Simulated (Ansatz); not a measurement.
Consider the isomerisation: `[AlH2][O]C[SiH2][SiH3]` → `C[SiH2][AlH][O][SiH3]`.

Gas-phase electronic energies from Ansatz, PBE0-D4/def2-TZVP geometries. CCSD(T)/CBS adds triple-zeta CCSD(T) − MP2 to the extrapolated MP2 energy (def2 sets, frozen cores). DFT in def2-TZVPP. One conformer a species, not always the lowest.

`[AlH2][O]C[SiH2][SiH3]`:

Z-matrix (Å, degrees):
```
C
O 1 1.405
Si 1 1.897 2 110.3
H 1 1.100 2 112.1 3 121.9
H 1 1.097 2 109.4 3 -120.3
Al 2 1.691 1 133.5 3 -108.1
Si 3 2.343 1 111.5 2 179.4
H 3 1.492 1 108.2 2 58.9
H 3 1.488 1 109.7 2 -58.7
H 6 1.576 2 116.1 1 177.2
H 6 1.584 2 118.3 1 -3.2
H 7 1.489 3 110.5 1 60.4
H 7 1.489 3 110.5 1 -59.3
H 7 1.488 3 110.7 1 -179.5
```

`C[SiH2][AlH][O][SiH3]`:

```xyz
14

C     0.455    2.054    0.097
Si    1.560    0.800    0.964
Al    0.744   -1.505    0.759
O    -0.630   -1.760   -0.194
Si   -1.900   -1.503   -1.172
H    -0.552    2.041    0.519
H     0.856    3.064    0.202
H     0.372    1.827   -0.968
H     1.688    1.158    2.409
H     2.944    0.882    0.405
H     1.377   -2.795    1.430
H    -3.169   -1.714   -0.426
H    -1.889   -0.108   -1.698
H    -1.855   -2.441   -2.325
```

Task: Is it downhill or uphill in electronic energy at CCSD(T)/CBS, and by how much? (An estimate is asked.)

Result: Computed: Downhill: ΔE = -2.35 eV.

Task: What do these levels give: r2SCAN-D4, ωB97M-V, PBE, PBE0, HF/CBS(def2), CCSD/CBS(def2)? (Estimate.)

Result: Computed: r2SCAN-D4 -2.29, ωB97M-V -2.28, PBE -2.13, PBE0 -2.24, HF/CBS(def2) -2.47, CCSD/CBS(def2) -2.38 eV.

Largest T1 diagnostic among the species: 0.014.

From PBE to PBE0 (25 % exact exchange), in def2-TZVPP and without D4, ΔE moves by −0.10 eV. In def2-TZVPP, CCSD(T) changes the Hartree–Fock value by +0.13 eV (the triples alone add +0.03 eV) and MP2 by +0.05 eV.
